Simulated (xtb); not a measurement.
tin monoxide (OSn), singlet, at a GFN2-xTB geometry (such geometries of metal compounds can be far from the true shape); GFN2-xTB run with xtb 6.7.1.

xtb was given this input:
```
$ xtb mol.xyz --gfn 2 --etemp 1000 --json

# file mol.xyz
2

Sn    -0.00000000    -0.00000000    -0.24879316
O      0.00000000     0.00000000     1.55495727
```

Output, abridged:

```
   ID    Z sym.   atoms
    1   50 Sn     1
    2    8 O      2

           -------------------------------------------------
          |                Calculation Setup                |
           -------------------------------------------------

           -------------------------------------------------
          |                 G F N 2 - x T B                 |
           -------------------------------------------------

          ...................................................
          :                      SETUP                      :
          :.................................................:
          :  # basis functions                  14          :
          :  # atomic orbitals                  13          :
          :  # shells                            5          :
          :  # electrons                        10          :
          :  max. iterations                   250          :
          :  Hamiltonian                  GFN2-xTB          :
          :  restarted?                      false          :
          :  GBSA solvation                  false          :
          :  PC potential                    false          :
          :  electronic temp.         1000.0000000     K    :
          :  accuracy                    1.0000000          :
          :  -> integral cutoff          0.2500000E+02      :
          :  -> integral neglect         0.1000000E-07      :
          :  -> SCF convergence          0.1000000E-05 Eh   :
          :  -> wf. convergence          0.1000000E-03 e    :
          :  Broyden damping             0.4000000          :
          :  net charge                          0          :
          :  unpaired electrons                  0          :
          ...................................................

 iter      E             dE          RMSdq      gap      omega  full diag
   1     -5.6048400 -0.560484E+01  0.699E+01    2.30       0.0  T
   2     -5.7649251 -0.160085E+00  0.209E+01    7.83       1.0  T
   3     -6.1603180 -0.395393E+00  0.345E+01    3.44       1.0  T
   4     -3.3963647  0.276395E+01  0.564E+01    1.10       1.0  T
   5     -6.1831958 -0.278683E+01  0.688E+00    4.31       1.0  T
   6     -6.1699111  0.132847E-01  0.425E+00    4.53       1.0  T
   7     -6.1843754 -0.144643E-01  0.162E+00    4.27       1.0  T
   8     -6.1867949 -0.241954E-02  0.156E+00    4.20       1.0  T
   9     -6.1885833 -0.178837E-02  0.101E+00    4.13       1.0  T
[...]
         :: total energy              -6.183226806872 Eh    ::
[...]
         6                         -0.2568710              -6.9898 (LUMO)
         7                         -0.2568710              -6.9898
         8                         -0.1627872              -4.4297
         9                         -0.1627872              -4.4297
        10                         -0.1434391              -3.9032
        11                         -0.0958109              -2.6071
        12                         -0.0958109              -2.6071
        13                          0.1845875               5.0229
      -------------------------------------------------------------
                  HL-Gap            0.1470304 Eh            4.0009 eV
             Fermi-level           -0.3314309 Eh           -9.0187 eV

     #   Z          covCN         q      C6AA      α(0)
     1  50 Sn       0.778     0.418   492.820    48.776
     2   8 O        0.778    -0.418    22.086     6.299

 Mol. C6AA /au·bohr⁶  :        705.048146
 Mol. C8AA /au·bohr⁸  :      71869.509254
 Mol. α(0) /au        :         55.075251

Wiberg/Mayer (AO) data.
largest (>0.10) Wiberg bond orders for each atom

 ---------------------------------------------------------------------------
     #   Z sym  total        # sym  WBO       # sym  WBO       # sym  WBO
 ---------------------------------------------------------------------------
     1  50 Sn   2.402 --     2 O    2.402
     2   8 O    2.402 --     1 Sn   2.402
 ---------------------------------------------------------------------------

Topologies differ in total number of bonds
Writing topology from bond orders to xtbtopo.mol

molecular dipole:
                 x           y           z       tot (Debye)
 q only:        0.000       0.000      -1.426
   full:        0.000       0.000      -2.579       6.555
molecular quadrupole (traceless):
                xx          xy          yy          xz          yz          zz
 q only:        1.760       0.000       1.760       0.000       0.000      -3.519
  q+dip:        1.553       0.000       1.553       0.000       0.000      -3.106
   full:        4.585      -0.000       4.585       0.000       0.000      -9.170

           -------------------------------------------------
          | TOTAL ENERGY               -6.183226806872 Eh   |
          | GRADIENT NORM               0.000030821262 Eh/α |
          | HOMO-LUMO GAP               4.000901238020 eV   |
           -------------------------------------------------

normal termination of xtb
```
